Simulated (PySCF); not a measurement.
Geometries of 3 isomers of C5H6FNO, from PySCF 2.14.0, PBE0-D3(BJ)/def2-SVP geometry optimisation, gas phase. One conformer each, no zero-point energy, no frequencies.

Problem. Which is lowest in electronic energy at this level?
A.
```xyz
14
angstrom
N      2.763    0.412   -1.302
C      1.974    0.055   -0.535
C      0.994   -0.398    0.474
C     -0.217   -1.094   -0.154
C     -1.106    0.091   -0.485
F     -0.742    0.608   -1.707
C     -0.775    1.084    0.622
O      0.459    0.682    1.194
H      1.535   -1.048    1.180
H     -0.695   -1.733    0.604
H      0.013   -1.696   -1.042
H     -2.177   -0.162   -0.531
H     -0.700    2.097    0.195
H     -1.542    1.087    1.414
```
B.
```xyz
14
angstrom
C     -1.195   -0.904    0.081
C     -0.360    0.226   -0.525
C     -1.167    1.429   -0.742
N     -1.812    2.376   -0.902
C      0.836    0.549    0.345
O      1.907    1.267   -0.262
C      2.149   -0.034    0.106
F      2.992   -0.206    1.135
H     -1.568   -0.626    1.077
H     -2.061   -1.135   -0.555
H     -0.582   -1.812    0.180
H      0.017   -0.079   -1.516
H      0.607    0.863    1.373
H      2.352   -0.755   -0.697
```
C.
```xyz
14
angstrom
N      3.409    0.756    0.793
C      2.460    0.158    0.510
C      1.275   -0.597    0.162
O      1.223   -1.140   -1.139
C      0.331   -0.092   -0.847
C     -1.130   -0.429   -0.753
C     -1.878    0.485    0.190
F     -1.380    0.353    1.465
H      0.888   -1.233    0.969
H      0.583    0.864   -1.329
H     -1.587   -0.365   -1.754
H     -1.230   -1.475   -0.420
H     -2.951    0.234    0.202
H     -1.773    1.542   -0.112
```

Solution. A. That is `N#C[C@@H]1C[C@H](F)CO1`, 13.8 kcal/mol below the next.

```json
{"SMILES": "N#C[C@@H]1C[C@H](F)CO1", "atoms numbered as above": "[N:1]#[C:2][C@@H:3]1[CH2:4][C@H:5]([F:6])[CH2:7][O:8]1", "E (Eh)": "-423.15086", "relative (kcal/mol)": "0.0", "relative (kJ/mol)": "0.0", "dipole (D)": "5.15"}
{"SMILES": "C[C@@H](C#N)[C@@H]1O[C@H]1F", "atoms numbered as above": "[CH3:1][C@@H:2]([C:3]#[N:4])[C@@H:5]1[O:6][C@H:7]1[F:8]", "E (Eh)": "-423.12888", "relative (kcal/mol)": "13.8", "relative (kJ/mol)": "57.7", "dipole (D)": "4.44"}
{"SMILES": "N#C[C@@H]1O[C@H]1CCF", "atoms numbered as above": "[N:1]#[C:2][C@@H:3]1[O:4][C@H:5]1[CH2:6][CH2:7][F:8]", "E (Eh)": "-423.11723", "relative (kcal/mol)": "21.1", "relative (kJ/mol)": "88.3", "dipole (D)": "4.92"}
```

As drawn, the highest has a three-membered ring, which the lowest lacks.
